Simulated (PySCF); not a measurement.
**Computed properties of Si(H)2(OH)(SMe) (CH6OSSi), SMILES CS[SiH2]O**

Si(H)2(OH)(SMe) (CH6OSSi), SMILES CS[SiH2]O. Geometry optimised at ωB97X-D3(BJ)/def2-SVP. The structure was generated by enumeration, and PubChem lists no compound with its InChIKey, so it may never have been made. Other conformers were not sampled. All values are computed for the isolated molecule unless a solvent is named; none is compared with measurement here.

**Structure.** All 24 harmonic modes at ωB97X-D3(BJ)/def2-SVP (PySCF) are real, so it is a minimum. With heavy atoms numbered as in [SiH2:1]([OH:2])[S:3][CH3:4], the shortest bond between them is Si1–O2 at 1.662 Å and the longest Si1–S3 at 2.138 Å.

**Vibrations.** The strongest infrared lines (harmonic, unscaled, degenerate partners summed) lie at 934 cm⁻¹ (465 km/mol, H 76 %, Si 18 %), 2231 cm⁻¹ (139 km/mol, H 97 %), 835 cm⁻¹ (136 km/mol, H 62 %, O 32 %). The softest mode is at 30 cm⁻¹ and the zero-point energy is 44.8 kcal/mol.

**Electronic structure.** r2SCAN/def2-TZVP (PySCF) places the frontier levels at -6.07 and -0.69 eV, a gap of 5.38 eV, and gives a dipole moment of 2.06 D and a mean polarisability of 60.8 bohr³. PBE/def2-TZVP (PySCF) at the same geometry gives -5.80 and -1.05 eV, so its gap is 0.63 eV narrower. An orbital gap is neither the optical nor the fundamental gap.

**Excitations.** TDA-CAM-B3LYP/def2-SVPD (PySCF) has S1 at 5.53 eV (224 nm, f = 0.004, weak); the most intense of the 10 singlets computed lies at 7.98 eV (f = 0.11). T1 (TDA) is at 5.14 eV, 0.39 eV under S1. TDA-PBE/def2-SVPD (PySCF) puts S1 at 4.86 eV. No vertical singlet excitation falls in the visible range (under 3.1 eV).

**NMR.** GIAO shifts at KT2/pcSseg-1 (PySCF) (non-relativistic, atoms alike by connectivity averaged): ¹³C at 16.1 ppm against TMS; ¹H from 1.2 to 5.8 ppm against TMS; ²⁹Si at 6.2 ppm against TMS.

**Solvation.** SMD-M06-2X/6-31G* (PySCF) gives -4.8 kcal/mol in water, -5.8 kcal/mol in acetonitrile, -5.0 kcal/mol in diethylether (1 M in both phases, gas-phase geometry); of these solvents acetonitrile holds the molecule best.
